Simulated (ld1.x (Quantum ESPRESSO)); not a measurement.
chromium (Cr): one change to a TM potential, before and after

ld1.x (Quantum ESPRESSO) 7.5 input, shortened:

```
&input
   title='Cr', zed=24., rel=1, dft='PBESOL', iswitch=3,
   config='[Ar] 3d5 4s1 4p0'
 /
 &inputp
   pseudotype=2, tm=.true., lloc=-2, rcloc=2.60,
   nlcc=.false.
 /
3
4S  1  0   1.00   0.00  2.80  2.80  0.0
3P  2  1   6.00   0.00  0.85  0.85  0.0
3D  3  2   5.00   0.00  1.70  1.70  0.0
 &test
   configts(1)='3p6 3d5 4s1 4p0'
 /
```

Change: core correction a·sin(br)/r model core inside 0.82 bohr.

Cutoffs: the cutoffs (Ry, on a coarse ladder) from which the occupation-weighted sum of valence levels, in a spherical-Bessel basis at the reference potential, stays within 10 and 1 mRy of its value at 400 Ry; they do not see the model core or the augmentation charge, which bear on the density cutoff. Errors are all-electron minus pseudo energies relative to the spin-unpolarised reference configuration.

Task: Predict the effect on cutoff, ghosts and configuration errors.

Result: The potential gets neither clearly harder nor softer (110 Ry and 200 Ry → 110 Ry and 200 Ry); of the 7 tests that both files solve, the error grows in 3 and shrinks in 0 by more than 15 % and 0.3 meV (median size 65.6 → 80.3 meV); neither file shows a bound ghost. A model core, the more so a compact one, raises the density cutoff, which this test does not measure.

```tsv
quantity	base	changed
cutoff, loose	110 Ry	110 Ry
cutoff, tight	200 Ry	200 Ry
bound ghosts	none	none
error for 3p6 3d5 4s0 4p0, meV [ΔE 6.87 eV]	-11	-13
error for 3p6 3d4 4s0 4p0, meV [ΔE 22.89 eV]	-66	-80
error for 3p6 3d3 4s0 4p0, meV [ΔE 53.59 eV]	-308	-376
error for 3p6 3d4 4s1 4p0, meV [ΔE 8.01 eV]	-52	-57
error for 3p5 3d5 4s1 4p0, meV [ΔE 51.42 eV]	-263	-273
error for 3p6 3d6 4s0 4p0, meV [ΔE 1.73 eV]	-45	-47
error for 3p6 3d4 4s1 4p1, meV [ΔE 3.54 eV]	-475	-480
s: phases at 3.05 bohr within 0.05 rad from the reference energy up to (Ry; the scan ends near 5)	1.5	1.5
p: phases at 3.05 bohr within 0.05 rad from the reference energy up to (Ry; the scan ends near 5)	n/a	n/a
d: phases at 3.05 bohr within 0.05 rad from the reference energy up to (Ry; the scan ends near 5)	0.6	0.6
```
